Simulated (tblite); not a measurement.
Species: C4H7FOSi.
Atom-mapped SMILES: `[CH3:1]/[CH:2]=[C:3](/[SiH3:4])[C:5](=[O:6])[F:7]` (hydrogens: H8, H9, H10 on C1; H11 on C2; H12, H13, H14 on Si4)

Computed with GFN2-xTB (tblite), gas phase: Langevin dynamics at 200 K from the optimised GFN2-xTB geometry, time step 0.5 fs, friction 0.01 fs⁻¹, 2000 steps.

Start geometry:
```
atom  x, y, z in Å
C1     -1.994   -0.826    0.169
C2     -0.532   -0.876   -0.079
C3      0.319    0.164   -0.030
Si4     2.182    0.036   -0.346
C5     -0.183    1.482    0.290
O6     -1.273    1.880    0.541
F7      0.853    2.402    0.289
H8     -2.190   -0.497    1.190
H9     -2.466   -0.086   -0.476
H10    -2.458   -1.796    0.010
H11    -0.117   -1.848   -0.317
H12     2.530    0.914   -1.459
H13     2.882    0.416    0.879
H14     2.446   -1.365   -0.684
```

The statistics below take the 31 frames saved every 25 fs from 250 to 1000 fs; their kinetic temperature (all 3N coordinates) averages 168 K.

Problem. Give the mean, spread and extremes of the bond lengths.

Solution. 
| bond | start (Å) | mean (Å) | standard deviation (Å) | shortest (Å) | longest (Å) |
| --- | --- | --- | --- | --- | --- |
| C1–C2 | 1.484 | 1.489 | 0.023 | 1.450 | 1.534 |
| C2=C3 | 1.345 | 1.346 | 0.022 | 1.309 | 1.418 |
| C3–Si4 | 1.895 | 1.902 | 0.035 | 1.853 | 2.010 |
| C3–C5 | 1.446 | 1.451 | 0.030 | 1.401 | 1.515 |
| C5=O6 | 1.187 | 1.186 | 0.015 | 1.159 | 1.224 |
| C5–F7 | 1.386 | 1.391 | 0.039 | 1.321 | 1.458 |
| C1–H8 | 1.090 | 1.087 | 0.022 | 1.045 | 1.134 |
| C1–H9 | 1.090 | 1.089 | 0.022 | 1.047 | 1.136 |
| C1–H10 | 1.086 | 1.092 | 0.020 | 1.056 | 1.129 |
| C2–H11 | 1.083 | 1.087 | 0.019 | 1.043 | 1.126 |
| Si4–H12 | 1.460 | 1.463 | 0.020 | 1.427 | 1.515 |
| Si4–H13 | 1.461 | 1.465 | 0.021 | 1.427 | 1.512 |
| Si4–H14 | 1.465 | 1.468 | 0.018 | 1.434 | 1.498 |

Problem. Give the same statistics for bond angles, one of each kind among heavy atoms.

Solution. 
| angle | start (°) | mean (°) | standard deviation (°) | smallest (°) | largest (°) |
| --- | --- | --- | --- | --- | --- |
| C1–C2–C3 | 126.2 | 127.9 | 3.1 | 120.5 | 133.6 |
| C2–C3–Si4 | 124.3 | 123.0 | 2.8 | 117.4 | 127.3 |
| C2–C3–C5 | 119.6 | 120.6 | 2.4 | 115.8 | 126.5 |
| Si4–C3–C5 | 116.1 | 115.9 | 2.7 | 111.2 | 120.9 |
| C3–C5–O6 | 132.1 | 132.7 | 2.9 | 127.8 | 138.1 |
| C3–C5–F7 | 110.2 | 109.7 | 2.3 | 104.8 | 114.0 |
| O6–C5–F7 | 117.7 | 117.3 | 2.5 | 112.5 | 122.5 |

Problem. How far does each atom move about its mean position (frames aligned on the start, all atoms weighted alike), and what rms force does it feel?

Solution. 
```csv
atom,rms displacement (Å),rms force (eV/Å)
C1,0.08,1.40
C2,0.11,1.64
C3,0.10,1.55
Si4,0.06,1.01
C5,0.11,1.76
O6,0.32,1.43
F7,0.24,0.98
H8,0.28,0.78
H9,0.32,0.82
H10,0.32,0.70
H11,0.18,0.69
H12,0.28,0.43
H13,0.24,0.41
H14,0.25,0.35
```

The displacements run from 0.06 to 0.32 Å.

Problem. Follow the torsion C2–C3–C5–O6 through every second one of these frames.

Solution. 
```tsv
t (fs)	C2–C3–C5–O6 (°)
250	22
300	18
350	24
400	18
450	15
500	13
550	5
600	-7
650	-20
700	-20
750	-15
800	-19
850	-29
900	-26
950	-19
1000	-26
```

Largest departure from the start value over all these frames: C2–C3–C5–O6 29° (start 0°).

Problem. How widely does the potential energy scatter, against a harmonic estimate?

Solution. Mean 0.28 eV above the start, standard deviation 0.050 eV, range 0.18 to 0.38 eV. For 36 classical harmonic modes at 200 K the canonical values are 36kT/2 = 0.31 eV and kT·√(36/2) = 0.073 eV.

The run is classical and short, so these are rough statistics of one trajectory.

The cost below is that of the whole dynamics run. The run took 8.6 s on Arm Neoverse V2, one thread (shared host), and the process peaked at 0.18 GiB of memory.
